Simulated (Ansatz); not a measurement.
`[SiH3][GeH2][GaH2]` + `CCN` → `CC[NH][GaH2]` + `[SiH3][GeH3]` at 700 K and 1 bar (cleavage of the Ga–Ge bond).

Computed with Ansatz on PBE0-D4/def2-TZVP structures; ΔE is electronic, products minus reactants. CBS: MP2 limit from def2 TZ/QZ plus the TZ coupled-cluster correction, frozen cores. For Ga, Ge outer-core shells are correlated without core-valence functions, which leaves a few kJ/mol of doubt a bond. Scalar relativity is left out up to krypton. One conformer a species, not always the lowest.

```csv
species,CCSD(T)/CBS energy (Eh),H − E (kJ/mol),S (J/(mol·K))
`[SiH3][GeH2][GaH2]`,-4293.32361,224.8,506.9
`CCN`,-135.01652,298.7,354.6
`CC[NH][GaH2]`,-2059.56475,329.8,453.1
`[SiH3][GeH3]`,-2368.78170,184.9,383.3
```

H − E and S are ideal-gas, rigid-rotor, harmonic terms from PBE0-D4/def2-TZVP, for one conformer and one mirror image of each species. 1 Eh = 2625.50 kJ/mol, R = 8.31446 J/(mol·K).

By hand: ΔE, ΔH, ΔS and ΔG.

ΔE = (-2059.56475) + (-2368.78170) − (-4293.32361) − (-135.01652) = -0.00632 Eh = -16.6 kJ/mol. Δ(H − E) = 329.8 + 184.9 − 224.8 − 298.7 = -8.8, so ΔH = -25.4 kJ/mol. ΔS = 453.1 + 383.3 − 506.9 − 354.6 = -25.1 J/(mol·K). ΔG = -25.4 − 700 × (-25.1)/1000 = -7.8 kJ/mol.

By hand: the equilibrium constant, and the temperature at which ΔG would vanish if ΔH and ΔS stayed fixed.

log₁₀ K = −ΔG/(RT ln 10) = 0.6. ΔG = 0 at ΔH/ΔS = 1012 K.

TΔS isn't small against ΔH here. A doubt of 5 kJ/mol in ΔE shifts log₁₀ K by 0.4 here. Other conformers and mirror images would add mixing entropy, several J/(mol·K) or more a flexible species. These are equilibria of isolated gas molecules and say nothing of rates. Largest T1 diagnostic: 0.014 (customary marks: 0.02 for closed shells, 0.045 for open ones).
